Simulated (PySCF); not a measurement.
Si(Cl)2(vinyl)(OH) (C2H4Cl2OSi), SMILES C=C[Si](O)(Cl)Cl.

The structure is a stationary point at TPSSh-D3(BJ)/def2-SVP. The values are those of a single conformer.

The numbers are results of PBE/def2-TZVP run with PySCF, not measurements.

Symmetry labels are those of the subgroup Cs that the program uses (full group Cs).

List the valence orbital energies around the gap with their symmetry. (The exact figures need the calculation; the answer reports its results.)


```json
[
 {"orbital": "HOMO−7", "symmetry": "A'", "energy (eV)": "-9.36"},
 {"orbital": "HOMO−6", "symmetry": "A'", "energy (eV)": "-8.84"},
 {"orbital": "HOMO−5", "symmetry": "A\"", "energy (eV)": "-8.51"},
 {"orbital": "HOMO−4", "symmetry": "A'", "energy (eV)": "-8.20"},
 {"orbital": "HOMO−3", "symmetry": "A\"", "energy (eV)": "-7.99"},
 {"orbital": "HOMO−2", "symmetry": "A'", "energy (eV)": "-7.76"},
 {"orbital": "HOMO−1", "symmetry": "A\"", "energy (eV)": "-7.52"},
 {"orbital": "HOMO", "symmetry": "A\"", "energy (eV)": "-7.21"},
 {"orbital": "LUMO", "symmetry": "A\"", "energy (eV)": "-2.01"},
 {"orbital": "LUMO+1", "symmetry": "A'", "energy (eV)": "-0.51"},
 {"orbital": "LUMO+2", "symmetry": "A'", "energy (eV)": "-0.24"},
 {"orbital": "LUMO+3", "symmetry": "A'", "energy (eV)": "1.08"}
]
```
